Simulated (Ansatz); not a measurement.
The cluster Al₂Ru⁻. Total charge -1; doublet. Geometry B3LYP-D4/def2-TZVPD, basis def2-TZVPD, Ansatz.

Cartesian coordinates in Å:
```
Ru -0.3918 0.7834 -0.8252
Al -0.8090 0.0298 1.2897
Al 1.2007 -0.8131 -0.4645
```

```
run  HOMO (eV)  LUMO (eV)
  A       0.21       1.11
  B       0.09       1.46
  C      -1.03       2.86
  D      -0.31       1.98
  E      -1.58       3.43
```

In the def2 sets Ru takes a core potential; there is no spin–orbit coupling. The structure comes from a short search, and lower isomers may exist.

HOMO and LUMO are taken over both spins.

**Question.** The runs used CAM-B3LYP, PBE, PBE0, r2SCAN, ωB97M-V. Estimate which is which.

**Answer.** A PBE (0 % exact exchange); B r2SCAN (0 % exact exchange); C CAM-B3LYP (range-separated); D PBE0 (25 % exact exchange); E ωB97M-V (range-separated). Exact exchange lowers occupied and raises empty levels; among semilocal functionals meta-GGAs tend to open the gap a little, and such runs are hard to tell apart. The gap grows from 0.90 eV (PBE) to 5.01 eV (ωB97M-V). At PBE-D4/def2-TZVPD, r2SCAN-D4/def2-TZVPD the highest occupied level of the charge -1 doublet lies above zero (up to 0.21 eV). By energy differences its removal costs 1.92 eV (vertical, to the charge 0 triplet, at PBE-D4/def2-TZVPD); a positive level beside a positive removal energy at the same level points to self-interaction error. At r2SCAN-D4/def2-TZVPD, CAM-B3LYP-D4/def2-TZVPD, PBE0-D4/def2-TZVPD, ωB97M-V/def2-TZVPD the charge -1 doublet is spin-contaminated (final ⟨S²⟩ up to 0.96, 0.75 for a pure state).
